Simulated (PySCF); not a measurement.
Identify the unknown among the candidates.

All candidates are C2H11N3Si3.

* Rotational structure: rotational constants A, B, C: 1.655, 0.746, 0.542 GHz [GFN2-xTB]
* Dipole: 3.73 D [PBE0/pcSseg-1]
* NMR, other nuclei: isotropic shieldings of nuclei other than C and H, by class: -24 (1 N), 257 (1 N), 270 (1 N), 375 (1 Si), 404 (1 Si), 468 (1 Si) ppm [GIAO PBE0/pcSseg-1]
* 13C NMR: chemical shifts (computed TMS as zero) by class: 125.3 (1 C), 2.3 (1 C) ppm [GIAO PBE0/pcSseg-1]
* 1H NMR: chemical shifts (computed TMS as zero) by class: 5.62 (1 H), 5.59 (1 H), 3.49 (3 H), 2.05 (1 H), 1.80 (1 H), 0.39 (2 H), -0.11 (2 H) ppm [GIAO PBE0/pcSseg-1]

Electronic properties: PySCF, gas phase, density fitting. Levels stand in brackets. Geometry: GFN2-xTB, one conformer, isolated molecule. GFN2-xTB frequencies show an imaginary mode (27i cm⁻¹), so this geometry is no minimum at that level. Each NMR value is the plain mean over a class of atoms that symmetry, rotation or inversion makes alike.

Problem. Which candidate is it?
A. `C#C[Si](N)(N)N([SiH3])[SiH3]`
B. `CN([SiH2]C#N)[Si@@H](N)[SiH3]`
C. `N#CC[Si@@H](N)[Si@@H](N)[SiH3]`
D. `C#C[SiH2]N([SiH3])[SiH](N)N`

Solution. C. It is `N#CC[Si@@H](N)[Si@@H](N)[SiH3]`. Numbering: `[N:1]#[C:2][CH2:3][Si@@H:4]([NH2:5])[Si@@H:6]([NH2:7])[SiH3:8]`. Its formula, C2H11N3Si3, gives 2 degrees of unsaturation: 0 rings and 2 π bonds in the structure found. 2 carbons fall into 2 classes; from least to most shielded: nitrile carbon [C2] (125.3 ppm), sp3 carbon bound to silicon [C3] (2.3 ppm). Hydrogen classes from least to most shielded: 1 H on an SiH silicon, Si6 (5.62 ppm), 1 H on an SiH silicon, Si4 (5.59 ppm), 3 H on an SiH3 silicon, Si8 (3.49 ppm), 1 H on an sp3 carbon bound to silicon, C3 (2.05 ppm), 1 H on an sp3 carbon bound to silicon, C3 (1.80 ppm), 2 H on a silicon-bound nitrogen, N7 (0.39 ppm, a mean of values up to 1.6 ppm apart in this geometry), 2 H on a silicon-bound nitrogen, N5 (-0.11 ppm). The other shieldings belong to: -24 ppm, nitrile nitrogen [N1]; 257 ppm, silicon-bound nitrogen [N5]; 270 ppm, silicon-bound nitrogen [N7]; 375 ppm, SiH silicon [Si4]; 404 ppm, SiH silicon [Si6]; 468 ppm, SiH3 silicon [Si8]. The optimised geometry has point group C1 and is an asymmetric top.

The others, at the same levels:
- `C#C[Si](N)(N)N([SiH3])[SiH3]` fails: its computed 13C shifts are 96.1 (1 C), 90.4 (1 C) ppm, 1H shifts are 4.81 (6 H), 1.65 (1 H), 0.84 (4 H) ppm and rotational constant A is 1.333 GHz (against 1.655 GHz).
- `CN([SiH2]C#N)[Si@@H](N)[SiH3]` fails: its computed 13C shifts are 124.6 (1 C), 32.8 (1 C) ppm, 1H shifts are 5.89 (1 H), 5.41 (1 H), 5.06 (1 H), 3.43 (3 H), 2.95 (3 H), 0.49 (2 H) ppm and rotational constant A is 2.078 GHz (against 1.655 GHz).
- `C#C[SiH2]N([SiH3])[SiH](N)N` fails: its computed 13C shifts are 104.2 (1 C), 87.8 (1 C) ppm, 1H shifts are 5.09 (1 H), 4.98 (2 H), 4.80 (3 H), 2.03 (1 H), 0.51 (4 H) ppm and rotational constant A is 1.928 GHz (against 1.655 GHz).

Each candidate is one conformer, not necessarily the lowest. Dipoles, sizes and rotational constants follow the conformer. The torsions of the flexible species, by atom-mapped SMILES:
- `[N:1]#[C:2][CH2:3][Si@@H:4]([NH2:5])[Si@@H:6]([NH2:7])[SiH3:8]`: C2–C3–Si4–N5 -165°, C3–Si4–Si6–N7 69°, H–N5–Si4–C3 176°, H–N5–Si4–C3 -46°, H–N7–Si6–Si4 173°, H–N7–Si6–Si4 -47°
- `[CH:1]#[C:2][Si:3]([NH2:4])([NH2:5])[N:6]([SiH3:7])[SiH3:8]`: C2–Si3–N6–Si7 90°, H–N4–Si3–C2 51°, H–N4–Si3–C2 -176°, H–N5–Si3–C2 -155°, H–N5–Si3–C2 67°
- `[CH3:1][N:2]([SiH2:3][C:4]#[N:5])[Si@@H:6]([NH2:7])[SiH3:8]`: C1–N2–Si3–C4 8°, C1–N2–Si6–N7 172°, H–N7–Si6–N2 -56°, H–N7–Si6–N2 168°
- `[CH:1]#[C:2][SiH2:3][N:4]([SiH3:5])[SiH:6]([NH2:7])[NH2:8]`: C2–Si3–N4–Si5 -55°, Si3–N4–Si6–N7 99°, H–N7–Si6–N4 176°, H–N7–Si6–N4 -49°, H–N8–Si6–N4 -75°, H–N8–Si6–N4 57°
